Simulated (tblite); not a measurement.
Species: C₄H₃FO₃Si.
Atom-mapped SMILES: `[O:1]=[C:2]1[CH:3]=[C:4]([SiH2:5][F:6])[C:7](=[O:8])[O:9]1` (hydrogens: H10 on C3; H11, H12 on Si5)

Structure optimised with GFN2-xTB, isolated species.

(1) List the bond lengths, angles and torsions at this level.

## Answers

(1) 
```csv
bond,length (pm),order
O1=C2,118.9,double
C2–C3,148.7,single
C3=C4,133.6,double
C4–Si5,188.3,single
Si5–F6,160.8,single
C4–C7,148.7,single
C7=O8,119.2,double
C7–O9,136.8,single
C2–O9,137.8,single
C3–H10,107.3,single
"Si5–H11, Si5–H12",145.1,single
```

Bonds in one row agree within 1 pm and their mean is given. Orders are formal, as drawn. A selection of angles:
```csv
angle,degrees
O1–C2–C3,130.0
O1–C2–O9,123.1
C3–C2–O9,106.9
C2–C3–C4,108.7
C3–C4–Si5,133.1
C3–C4–C7,106.6
Si5–C4–C7,120.3
C4–Si5–F6,104.0
C4–C7–O8,128.0
C4–C7–O9,108.5
O8–C7–O9,123.5
C2–O9–C7,109.3
```

Torsions: O1–C2–C3–C4 180° (antiperiplanar); C2–C3–C4–Si5 180° (antiperiplanar); C3–C4–Si5–F6 0° (synperiplanar); C3–C4–C7–O8 180° (antiperiplanar); C4–C7–O9–C2 0° (synperiplanar); O1–C2–O9–C7 180° (antiperiplanar).

The C–C distances run from 1.336 Å (C3=C4, drawn double) to 1.487 Å (C4–C7, drawn single), a spread of 0.151 Å. The C–O distances run from 1.189 Å (O1=C2, drawn double) to 1.378 Å (C2–O9, drawn single), a spread of 0.189 Å. Si5 (fluorine-bound silicon) is distorted tetrahedral (angles from 104.0° to 118.2°). The 9 heavy atoms lie in one plane (0.001 Å rms). The 5-membered ring C2–C3–C4–C7–O9 has internal angles of 106.6° to 109.3°; it is planar, 0.00 Å rms from its mean plane, widest ring torsion 0°.

Point group: Cs (tolerance 0.08 Å). Its GFN2-xTB frequencies are all real (lowest 38 cm⁻¹). One conformer, not necessarily the lowest.

The numbers are calculated, not measured.
